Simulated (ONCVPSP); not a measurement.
**Building the ONCV potential for rhodium (PBE, scalar-relativistic).**

ONCVPSP 4.0.1 was run on this input:

```
# ATOM AND REFERENCE CONFIGURATION
# atsym  z   nc   nv     iexc    psfile
  Rh 45.00    8    3        4      upf
#
#   n    l    f
    1    0    2.00
    2    0    2.00
    2    1    6.00
    3    0    2.00
    3    1    6.00
    3    2   10.00
    4    0    2.00
    4    1    6.00
    4    2    8.00
    5    0    0.75
    5    1    0.25
#
# PSEUDOPOTENTIAL AND OPTIMIZATION
# lmax
    2
#
#   l,   rc,      ep,       ncon, nbas, qcut
    0    2.65    0.00    4    7    2.00
    1    2.75    0.00    4    7    3.00
    2    1.20    0.00    4    7    6.80
#
# LOCAL POTENTIAL
# lloc, lpopt,  rc(5),   dvloc0
    4    5    0.90    0.00
#
# VANDERBILT-KLEINMAN-BYLANDER PROJECTORs
# l, nproj, debl
    0    1    1.60
    1    3    2.10
    2    2    2.20
#
# MODEL CORE CHARGE
# icmod, fcfact, rcfact
    3    3.00    1.30
#
# LOG DERIVATIVE ANALYSIS
# epsh1, epsh2, depsh
   -2.00    5.00    0.02
#
# OUTPUT GRID
# rlmax, drl
    6.00    0.01
#
# TEST CONFIGURATIONS
# ncnf
    4
# nvcnf
#   n    l    f
    3
    4    2    8.00
    5    0    1.00
    5    1    0.00
#
    3
    4    2    8.00
    5    0    0.00
    5    1    0.00
#
    3
    4    2    7.00
    5    0    0.00
    5    1    0.00
#
    3
    4    2    7.00
    5    0    1.00
    5    1    1.00
#
```

Command:

```bash
oncvpsp.x < Rh.dat > Rh.out
```

Resulting log (shortened: citation, most of the input echo, consistency checks and plot data are left out):

```
ONCVPSP  (Optimized Norm-Conservinng Vanderbilt PSeudopotential)
scalar-relativistic version 4.0.1

#   n    l    f        energy (Ha)
    1    0    2.00    -8.4668186E+02
    2    0    2.00    -1.2276209E+02
    2    1    6.00    -1.1001913E+02
    3    0    2.00    -2.1951024E+01
    3    1    6.00    -1.7761691E+01
    3    2   10.00    -1.1064079E+01
    4    0    2.00    -3.0492952E+00
    4    1    6.00    -1.8707674E+00
    4    2    8.00    -2.3563259E-01
    5    0    0.75    -1.7028107E-01
    5    1    0.25    -4.0971674E-02

Reference configufation results
  iterations    30
  all-electron total energy (Ha)   -4.78408386D+03

Begin loop to  construct optimized pseudo wave functions
and semi-local pseudopoentials for all angular momenta

Calculating optimized projector #   1

 for l=   0

    Fraction of norm inside rc  0.349228
    Optimizing pswf for qcut=   2.01 a_B^-1,  ecut=   2.01 Ha
    Residual kinetic energy error=  8.00D-03 Ha

    Energy error per electron        Cutoff
         Ha          eV             Ha
         0.01000     0.27211        1.81
         0.00100     0.02721       10.40
         0.00010     0.00272       15.96
         0.00001     0.00027       19.38

   Wellstate for l =  1  n =  7
     eigenvalue =   2.0590
     asymptotic potential =   2.5590
     half-point radius =  4.6991

   Wellstate for l =  1  n =  8
     eigenvalue =   4.1590
     asymptotic potential =   4.6590
     half-point radius =  4.3584

Calculating optimized projector #   1

 for l=   1

    Fraction of norm inside rc  0.109885
    Optimizing pswf for qcut=   3.00 a_B^-1,  ecut=   4.50 Ha
    Residual kinetic energy error=  1.74D-05 Ha

    Energy error per electron        Cutoff
         Ha          eV             Ha
         0.01000     0.27211        0.46
         0.00100     0.02721        2.13
         0.00010     0.00272        3.61
         0.00001     0.00027        5.36

Calculating optimized projector #   2

 for l=   1

    Fraction of norm inside rc  0.178101
    Optimizing pswf for qcut=   3.00 a_B^-1,  ecut=   4.50 Ha
    Residual kinetic energy error=  2.02D-02 Ha

    Energy error per electron        Cutoff
         Ha          eV             Ha
         0.01000     0.27211        5.10
         0.00100     0.02721        8.99
         0.00010     0.00272       24.37
         0.00001     0.00027       29.97

Calculating optimized projector #   3

 for l=   1

    Fraction of norm inside rc  0.195335
    Optimizing pswf for qcut=   3.00 a_B^-1,  ecut=   4.50 Ha
    Residual kinetic energy error=  1.68D-01 Ha

    Energy error per electron        Cutoff
         Ha          eV             Ha
         0.01000     0.27211       21.17
         0.00100     0.02721       34.11
         0.00010     0.00272       39.35
         0.00001     0.00027       54.03

   Wellstate for l =  2  n =  5
     eigenvalue =   1.9644
     asymptotic potential =   2.4644
     half-point radius =  2.3888

Calculating optimized projector #   1

 for l=   2

    Fraction of norm inside rc  0.352302
    Optimizing pswf for qcut=   6.78 a_B^-1,  ecut=  23.01 Ha
    Residual kinetic energy error=  5.57D-03 Ha

    Energy error per electron        Cutoff
         Ha          eV             Ha
         0.01000     0.27211       21.08
         0.00100     0.02721       43.24
         0.00010     0.00272      105.46
         0.00001     0.00027      124.07

Calculating optimized projector #   2

 for l=   2

    Fraction of norm inside rc  0.161011
    Optimizing pswf for qcut=   6.78 a_B^-1,  ecut=  23.01 Ha
    Residual kinetic energy error=  9.32D-03 Ha

    Energy error per electron        Cutoff
         Ha          eV             Ha
         0.01000     0.27211       22.67
         0.00100     0.02721       29.54
         0.00010     0.00272       52.37
         0.00001     0.00027       93.85

Construct Vanderbilt / Kleinmman-Bylander projectors

B matrix Hermiticity error, ll=   1
   1   2   -5.1198E-05
   1   3    5.9962E-05
   2   3    1.3204E-04

  Orthonormal projector coefficients  1.2121E+01  2.7383E+00  3.2262E-01

B matrix Hermiticity error, ll=   2
   1   2    3.1532E-04

  Orthonormal projector coefficients  5.7858E+00  2.7028E+00

Model core correction analysis
  based on d2Exc/dn_idn_j

d2excae - all-electron derivatives

   -1.830384D-02   -8.771543D-03   -3.470684D-03
   -8.770070D-03   -2.852173D-02   -2.148470D-02
   -3.470002D-03   -2.144916D-02   -3.190648D-02

d2excps - pseudofunction derivatives with no core correction

   -2.959966D-02   -1.000845D-02   -3.715567D-03
   -1.000619D-02   -2.960412D-02   -2.198761D-02
   -3.714779D-03   -2.195317D-02   -3.215826D-02

rms 2nd derivative error    3.837176E-03

rmatch, rhocmatch    1.3171    3.1246

Teter function model core charge with specified parameters

d2excps - pseudofunction derivatives with core correction

   -2.352048D-02   -9.629074D-03   -3.671959D-03
   -9.627074D-03   -2.930217D-02   -2.190007D-02
   -3.671172D-03   -2.186544D-02   -3.212800D-02

rms 2nd derivative error    1.818671E-03

Pseudoatom total energy  -22.308023

Diagnostic tests using Vanderbilt-Kleinman-Bylander pseudopotentials
  1 or more projectors used as specified by nproj input data

   l    rcore       rmatch      e in        delta e   norm test  slope test

   0   2.6520248   2.7325460  -0.1702811  -0.0000004   0.9999993   1.0000162

   1   2.7654349   2.8493995  -0.0409717   0.0000002   1.0000477   1.0000448
   1   2.7654349   2.8493995   2.0590283   0.0000124   1.0001804   1.0001804
   1   2.7654349   2.8493995   4.1590283   0.0000387   1.0002145   1.0002145

   2   1.2040489   1.2406064  -0.2356326   0.0000191   1.0001010   1.0001522
   2   1.2040489   1.2406064   1.9643674   0.0000251   1.0003630   1.0003630

 Testing for bound ghosts
   n   l    E NL Schr. Eq   E Basis Diag.   E Cutoff

       0                      -11.569516     17.77  WARNING - GHOST(-)
   1   0       -0.170281       -0.167339     17.77

       1                       -0.043732     39.22  WARNING - GHOST(-)
   2   1       -0.040971       -0.021967     39.22

   3   2       -0.235613       -0.207335    177.29

 Testing for highly-localized positive-energy ghosts
       l    <radius>/rc     E Basis Diag.   E Cutoff

Test configuration 0

   n   l     f        eae           eps        diff
   1   0  2.0000 -846.68185811
   2   0  2.0000 -122.76209211
   2   1  6.0000 -110.01912816
   3   0  2.0000  -21.95102369
   3   1  6.0000  -17.76169140
   3   2 10.0000  -11.06407878
   4   0  2.0000   -3.04929518
   4   1  6.0000   -1.87076736
   4   2  8.0000   -0.23563259   -0.23561345    1.91D-05
   5   0  0.7500   -0.17028107   -0.17028149   -4.23D-07
   5   1  0.2500   -0.04097167   -0.04097145    2.28D-07

    Total energies and differences
      AE_ref= -4.78408386D+03  AE_tst= -4.78408386D+03  dif=  0.00D+00
      PS_ref= -2.23080232D+01  PS_tst= -2.23080232D+01  dif= -4.26D-14
      PSP excitation error=  4.26D-14

Test configuration 1

   n   l     f        eae           eps        diff
   1   0  2.0000 -846.66443137
   2   0  2.0000 -122.74521940
   2   1  6.0000 -110.00223373
   3   0  2.0000  -21.93392133
   3   1  6.0000  -17.74459248
   3   2 10.0000  -11.04702921
   4   0  2.0000   -3.03163420
   4   1  6.0000   -1.85293593
   4   2  8.0000   -0.21830311   -0.21927134   -9.68D-04
   5   0  1.0000   -0.15803561   -0.15832771   -2.92D-04

    Total energies and differences
      AE_ref= -4.78408386D+03  AE_tst= -4.78411580D+03  dif= -3.19D-02
      PS_ref= -2.23080232D+01  PS_tst= -2.23399927D+01  dif= -3.20D-02
      PSP excitation error=  3.07D-05

Test configuration 2

psatom: WARNING lschvkbb convergence error n,l,iter=   2   1   4
ea(ii),et,emin,emax -4.277636E-02 -4.563010E-02 -4.563010E-02 -4.563010E-02
run_config: WARNING for fully non-local PS atom, stg. 1
 WARNING no output for configuration 3

Test configuration 3

psatom: WARNING lschvkbb convergence error n,l,iter=   1   0   4
ea(ii),et,emin,emax -1.760144E-01 -1.831383E-01 -1.831383E-01 -1.831383E-01
run_config: WARNING for fully non-local PS atom, stg. 1
 WARNING no output for configuration 4

Test configuration 4

psatom: WARNING lschvkbb convergence error n,l,iter=   1   0   5
ea(ii),et,emin,emax -1.724643E-01 -1.747202E-01 -1.747202E-01 -1.747202E-01
run_config: WARNING for fully non-local PS atom, stg. 1
 WARNING no output for configuration 5
```

Note: ghosts flagged at negative energy: s at -314.8 eV, p at -1.19 eV; no localised positive-energy state flagged. A true bound ghost makes a file unfit for plane-wave use.

The run took about 2.9 s on one core of a shared server CPU.
